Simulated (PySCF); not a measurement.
chloro(difluoro)methane (CHClF2), SMILES FC(F)Cl.

Coordinates come from a PBE0-D3(BJ)/def2-SVP optimisation.

Level of theory: TDDFT-PBE/def2-SVPD run with PySCF 2.14.0.

Vertical excitations. Isolated molecule, no solvent. State labels are in the subgroup Cs.

```csv
state,symmetry,energy (eV),λ (nm),f,main pairs
S1,A',7.64,162,0.011,HOMO→LUMO 98 %
S2,A",7.64,162,0.000,HOMO−1→LUMO 98 %
S3,A',8.39,148,0.024,HOMO→LUMO+1 98 %
S4,A",8.42,147,0.031,HOMO−1→LUMO+1 98 %
S5,A',8.72,142,0.074,HOMO−2→LUMO 82 %
S6,A",9.21,135,0.003,HOMO→LUMO+2 99 %
S7,A',9.33,133,0.021,"HOMO→LUMO+3 56 %, HOMO−1→LUMO+2 40 %"
S8,A",9.36,132,0.008,HOMO−1→LUMO+3 99 %
S9,A',9.47,131,0.005,"HOMO−2→LUMO+1 40 %, HOMO→LUMO+3 25 %, HOMO−1→LUMO+2 19 %, HOMO→LUMO+4 14 %"
S10,A",9.58,129,0.001,"HOMO−3→LUMO 84 %, HOMO−1→LUMO+4 16 %"
T1,A',6.87,180,0,HOMO→LUMO 99 %
T2,A",6.91,179,0,HOMO−1→LUMO 99 %
T3,A',7.93,156,0,HOMO−2→LUMO 97 %
T4,A',8.21,151,0,HOMO→LUMO+1 99 %
```
Triplets are in the Tamm–Dancoff approximation, which puts them higher than full response would, so one can lie above its singlet here.
